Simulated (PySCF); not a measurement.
H4OSe2Si. Atoms are numbered in the order given.

```xyz
8

Se    -0.4210     0.3395     0.8637
Se     1.1331     1.0591    -0.6725
H      2.3300     0.8803     0.1762
O     -0.4309    -1.4608     0.6420
Si    -1.3148    -2.1245    -0.6313
H     -2.7614    -1.7739    -0.5081
H     -1.1265    -3.5976    -0.5239
H     -0.8015    -1.6316    -1.9440
```
Charge 0, spin multiplicity 1.

Geometry optimised at PBE0-D3(BJ)/def2-SVP. This is a generated structure with no PubChem entry under its InChIKey; it may be hypothetical. Other conformers were not sampled.

Computed with B3LYP/pcSseg-1 run with PySCF.

GIAO shieldings, no solvent; atoms alike by connectivity are averaged. δ = σ(ref) − σ: ⁷⁷Se against Me2Se (σ = 1647.9 ppm); ¹H against TMS (σ = 31.68 ppm); ¹⁷O against H2O (σ = 333.8 ppm); ²⁹Si against TMS (σ = 338.7 ppm), references at their B3LYP-D3(BJ)/def2-TZVP geometries, non-relativistic.

### Question
Estimate the chemical shifts. (The exact figures need the calculation; the answer reports its results.)

### Answer

```
nucleus       atoms  count  δ (ppm)
-------  ----------  -----  -------
⁷⁷Se            Se1      1   1484.8
⁷⁷Se            Se2      1    268.7
¹H               H3      1     5.20
¹H       H6, H7, H8      3     5.02
¹⁷O              O4      1     -2.0
²⁹Si            Si5      1    -28.9
```
